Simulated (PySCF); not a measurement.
**Ne²⁺ (neon, charge +2) across methods**

[He] 2s1 2p4 3s1, high-spin 5P determinant (an excited configuration). Computed with PySCF 2.14 in aug-cc-pCVQZ-DK, with scalar relativity by spin-free X2C-1e.

| method | E (hartree) | mean ε 2p α (eV) | mean ε 2p β (eV) | mean ε 3s α (eV) | Σ⟨r²⟩ (bohr²) | ⟨S²⟩ |
| --- | --- | --- | --- | --- | --- | --- |
| r2SCAN | -124.5481 | -72.656 | -64.244 | -21.518 | 11.23 | 6.001 |
| PBE | -124.4819 | -71.038 | -63.449 | -21.383 | 11.10 | 6.001 |
| wB97X-V | -124.5268 | -76.909 | -68.914 | -24.291 | 11.19 | 6.001 |
| LDA | -123.8103 | -71.047 | -63.023 | -21.497 | 11.11 | 6.001 |
| UHF | -124.30515 | -85.775 | -72.545 | -24.544 | 11.27 | 6.001 |
| BHandHLYP | -124.5471 | -78.512 | -69.101 | -22.980 | 11.15 | 6.001 |
| BP86 | -124.5761 | -71.104 | -63.878 | -21.538 | 11.11 | 6.001 |
| PBE0 | -124.4854 | -74.900 | -66.123 | -22.269 | 11.13 | 6.001 |

The outer electron is Rydberg-like, and this basis confines it to a smaller radius and binds it less than a complete one would.
